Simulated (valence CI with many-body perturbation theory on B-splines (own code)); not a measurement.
Er XXXVIII: electric-dipole lines

Level of theory: configuration interaction combined with many-body perturbation theory (CI+MBPT): three valence electrons over a frozen Dirac-Fock core [Ar] 3d10, a basis of 11 s, 11 p, 9 d, 7 f, 5 g, 2 h, 1 i functions for each j, with the one-electron correlation potential Σ1, the two-electron term Σ2, the three-electron term Σ3, Breit, model QED; selected CI, second order for the rest (own B-spline code, finite nucleus).

No measured spectrum was set against this ion. As an estimate, large intervals hold to a few tenths of a per cent, small ones and those within an open d or f shell to about a per cent.

Lines 151 to 200 of 270 in falling wavelength, among levels below 3700.0 × 10³ cm⁻¹, chosen from the strongest by gf and those to the six lowest levels. Wavelengths and rates use the calculated energies. Electric multipoles are in the length gauge, E1 and E2 with the static RPA response of the core. Weak lines are less certain than strong ones. Lines between different terms over intervals too small for the method are left out, as are lines whose strength nearly cancels. Where a level lies close to another of its J and parity, the split of strength between their lines is uncertain. The highest levels of a list are the least certain.

Levels are named by their leading jj configuration (3d3/2^4 stands for four electrons in 3d with j = 3/2), which in mixed levels can hold well under half, so a name can repeat and another be missing. Letters in brackets count levels of one name in rising energy.

```tsv
λ vac (nm)	Upper	Lower	A (s⁻¹)	S (a.u.) with core polarisation	S without
7.940	(4s^2 4f7/2) J=7/2	(4s^2 4d5/2) J=5/2	7.04e+11	1.39e+00	1.48e+00
7.937	(4p3/2^3) J=3/2	(4s 4p3/2^2) J=3/2	7.19e+11	7.10e-01	7.56e-01
7.929	(4s 4p3/2 4d5/2) J=7/2 [a]	(4s 4p3/2^2) J=5/2	1.98e+11	3.90e-01	4.13e-01
7.912	(4p1/2 4p3/2 4d5/2) J=5/2 [b]	(4s 4p1/2 4d3/2) J=3/2 [b]	9.90e+10	1.45e-01	1.54e-01
7.904	(4s 4p1/2 4f5/2) J=3/2	(4s 4p1/2 4d3/2) J=1/2	1.34e+11	1.31e-01	1.39e-01
7.895	(4s 4p1/2 4f5/2) J=3/2	(4s 4p1/2 4d3/2) J=3/2 [b]	2.73e+10	2.65e-02	2.80e-02
7.879	(4s 4p1/2 4d5/2) J=5/2 [b]	(4s 4p1/2 4p3/2) J=3/2 [a]	9.38e+10	1.36e-01	1.44e-01
7.863	(4s 4p3/2^2) J=3/2	(4s^2 4p3/2) J=3/2	5.88e+11	5.64e-01	6.01e-01
7.854	(4s 4p3/2 4d5/2) J=5/2 [b]	(4s^2 4d5/2) J=5/2	2.58e+11	3.70e-01	3.95e-01
7.843	(4s 4p1/2 4f5/2) J=5/2 [b]	(4s 4p1/2 4d3/2) J=3/2 [b]	1.51e+11	2.16e-01	2.29e-01
7.840	(4s 4p1/2 4f7/2) J=7/2 [b]	(4s 4p1/2 4d5/2) J=5/2 [a]	1.15e+11	2.19e-01	2.33e-01
7.768	(4s 4p3/2 4d5/2) J=7/2 [b]	(4s 4p3/2^2) J=5/2	1.91e+11	3.53e-01	3.76e-01
7.735	(4p3/2^3) J=3/2	(4s 4p3/2^2) J=1/2	2.00e+11	1.83e-01	1.95e-01
7.633	(4s 4p1/2 4d5/2) J=5/2 [c]	(4s 4p1/2 4p3/2) J=5/2	2.46e+10	3.24e-02	3.46e-02
7.603	(4p1/2 4p3/2 4d3/2) J=5/2 [b]	(4s 4p1/2 4d3/2) J=3/2 [a]	3.53e+10	4.59e-02	4.85e-02
7.505	(4p1/2 4p3/2 4d5/2) J=7/2 [b]	(4s 4p1/2 4d5/2) J=7/2	1.87e+10	3.12e-02	3.33e-02
7.501	(4p1/2 4p3/2 4d5/2) J=3/2 [b]	(4s 4p1/2 4d5/2) J=5/2 [a]	3.01e+10	2.51e-02	2.68e-02
7.473	(4s^2 4f5/2) J=5/2	(4s^2 4d3/2) J=3/2	6.97e+11	8.62e-01	9.16e-01
7.468	(4s 4p1/2 4d5/2) J=3/2	(4s 4p1/2 4p3/2) J=5/2	1.82e+09	1.49e-03	1.59e-03
7.463	(4s 4p1/2 4f5/2) J=7/2	(4s 4p1/2 4d3/2) J=5/2	3.60e+11	5.90e-01	6.25e-01
7.401	(4s 4p1/2 4f5/2) J=5/2 [a]	(4s 4p1/2 4d3/2) J=3/2 [a]	3.03e+11	3.64e-01	3.86e-01
7.381	(4p1/2 4p3/2^2) J=1/2	(4s 4p1/2 4p3/2) J=3/2 [a]	8.40e+09	3.34e-03	3.56e-03
7.310	(4s 4p1/2 4d5/2) J=5/2 [c]	(4s 4p1/2 4p3/2) J=3/2 [a]	2.48e+07	2.87e-05	3.04e-05
7.298	(4s 4p1/2 4f5/2) J=5/2 [b]	(4s 4p1/2 4d3/2) J=5/2	9.46e+10	1.09e-01	1.16e-01
7.158	(4s 4p1/2 4d5/2) J=3/2	(4s 4p1/2 4p3/2) J=3/2 [a]	5.38e+10	3.89e-02	4.16e-02
7.122	(4s 4p1/2 4f5/2) J=3/2	(4s 4p1/2 4d3/2) J=3/2 [a]	9.12e+10	6.50e-02	6.91e-02
7.087	(4s 4p3/2 4d5/2) J=5/2 [b]	(4s^2 4d3/2) J=3/2	7.77e+10	8.19e-02	8.69e-02
6.745	(4p1/2 4p3/2 4d5/2) J=7/2 [b]	(4s 4p1/2 4d3/2) J=5/2	4.50e+10	5.45e-02	5.79e-02
6.731	(4s 4p1/2 4d3/2) J=3/2 [a]	(4s 4p1/2^2) J=1/2	1.66e+10	1.00e-02	1.07e-02
6.706	(4s 4p3/2 4d3/2) J=5/2 [a]	(4s 4p1/2 4p3/2) J=3/2 [b]	5.24e+08	4.68e-04	5.04e-04
6.702	(4s 4p3/2 4d3/2) J=3/2 [a]	(4s 4p1/2 4p3/2) J=3/2 [b]	2.54e+08	1.51e-04	1.60e-04
6.698	(4s 4p3/2 4d3/2) J=1/2 [a]	(4s 4p1/2 4p3/2) J=3/2 [b]	1.17e+10	3.48e-03	3.70e-03
6.690	(4p1/2 4p3/2 4d3/2) J=3/2 [a]	(4p1/2^2 4p3/2) J=3/2	3.84e+10	2.27e-02	2.42e-02
6.435	(4s 4p3/2 4d5/2) J=3/2 [a]	(4s 4p1/2 4p3/2) J=1/2	1.02e+11	5.38e-02	5.73e-02
6.364	(4s 4p3/2 4d3/2) J=3/2 [b]	(4s 4p1/2 4p3/2) J=1/2	2.48e+11	1.26e-01	1.35e-01
6.347	(4s 4p3/2 4d3/2) J=5/2 [a]	(4s 4p1/2 4p3/2) J=5/2	3.80e+11	2.87e-01	3.06e-01
6.344	(4s 4p3/2 4d3/2) J=3/2 [a]	(4s 4p1/2 4p3/2) J=5/2	1.10e+11	5.54e-02	5.91e-02
6.344	(4s 4p3/2 4d5/2) J=3/2 [a]	(4s 4p1/2 4p3/2) J=3/2 [b]	7.75e+10	3.90e-02	4.16e-02
6.344	(4p1/2 4p3/2 4d3/2) J=5/2 [b]	(4p1/2^2 4p3/2) J=3/2	4.57e+11	3.46e-01	3.68e-01
6.314	(4s 4p3/2 4d3/2) J=5/2 [b]	(4s 4p1/2 4p3/2) J=3/2 [b]	3.94e+11	2.94e-01	3.13e-01
6.289	(4s 4p3/2 4d3/2) J=7/2	(4s 4p1/2 4p3/2) J=5/2	5.31e+11	5.21e-01	5.55e-01
6.274	(4s 4p3/2 4d3/2) J=3/2 [b]	(4s 4p1/2 4p3/2) J=3/2 [b]	2.12e+11	1.03e-01	1.10e-01
6.236	(4p1/2 4p3/2 4d3/2) J=3/2 [b]	(4p1/2^2 4p3/2) J=3/2	6.28e+11	3.00e-01	3.20e-01
6.227	(4s 4p3/2 4d5/2) J=5/2 [a]	(4s 4p1/2 4p3/2) J=3/2 [b]	1.06e+09	7.55e-04	8.09e-04
6.202	(4s 4p1/2 4f5/2) J=5/2 [a]	(4p1/2^2 4p3/2) J=3/2	8.71e+10	6.15e-02	6.56e-02
6.175	(4s^2 4d3/2) J=3/2	(4s^2 4p1/2) J=1/2	6.94e+11	3.23e-01	3.44e-01
6.161	(4s 4p1/2 4d3/2) J=3/2 [b]	(4s 4p1/2^2) J=1/2	6.87e+11	3.17e-01	3.38e-01
6.155	(4s 4p1/2 4d3/2) J=1/2	(4s 4p1/2^2) J=1/2	7.62e+11	1.75e-01	1.87e-01
6.150	(4p1/2 4p3/2 4d3/2) J=1/2 [b]	(4p1/2^2 4p3/2) J=3/2	6.65e+11	1.53e-01	1.63e-01
6.123	(4s 4p3/2 4d3/2) J=1/2 [b]	(4s 4p1/2 4p3/2) J=1/2	5.07e+11	1.15e-01	1.23e-01
```
